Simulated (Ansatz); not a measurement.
`FB(F)I` + H₂Se → `FB(F)[SeH]` + HI at 700 K and 1 bar (ligand exchange at a B–I bond).

Calculated with Ansatz (gas phase, PBE0-D4/def2-TZVP geometries, no zero-point term in ΔE). CCSD(T)/CBS adds triple-zeta CCSD(T) − MP2 to the extrapolated MP2 energy (def2 sets, frozen cores). def2 core potentials past Kr. For I, Se outer-core shells are correlated without core-valence functions, which leaves a few kJ/mol of doubt a bond. Scalar relativity is left out up to krypton. Each species was taken in one conformer, which may not be the lowest.

```tsv
species	CCSD(T)/CBS energy (Eh)	H − E (kJ/mol)	S (J/(mol·K))
`FB(F)I`	-521.96394	66.3	352.6
H₂Se	-2401.89790	61.1	251.1
`FB(F)[SeH]`	-2625.82827	94.3	369.3
HI	-298.03592	34.6	231.7
```

H − E and S are ideal-gas, rigid-rotor, harmonic terms from PBE0-D4/def2-TZVP, for one conformer and one mirror image of each species. 1 Eh = 2625.50 kJ/mol, R = 8.31446 J/(mol·K).

Problem. By hand: ΔE, ΔH, ΔS and ΔG.

Solution. ΔE = (-2625.82827) + (-298.03592) − (-521.96394) − (-2401.89790) = -0.00235 Eh = -6.2 kJ/mol. Δ(H − E) = 94.3 + 34.6 − 66.3 − 61.1 = 1.5, so ΔH = -4.7 kJ/mol. ΔS = 369.3 + 231.7 − 352.6 − 251.1 = -2.7 J/(mol·K). ΔG = -4.7 − 700 × (-2.7)/1000 = -2.8 kJ/mol.

Problem. By hand: the equilibrium constant, and the temperature at which ΔG would vanish if ΔH and ΔS stayed fixed.

Solution. log₁₀ K = −ΔG/(RT ln 10) = 0.2. ΔG = 0 at ΔH/ΔS = 1741 K, though so small a ΔH makes that figure unsure.

TΔS isn't small against ΔH here. The sign of ΔG lies within the doubt. A doubt of 5 kJ/mol in ΔE shifts log₁₀ K by 0.4 here. Other conformers and mirror images would add mixing entropy, several J/(mol·K) or more a flexible species. These are equilibria of isolated gas molecules and say nothing of rates. Largest T1 diagnostic: 0.012 (customary marks: 0.02 for closed shells, 0.045 for open ones).
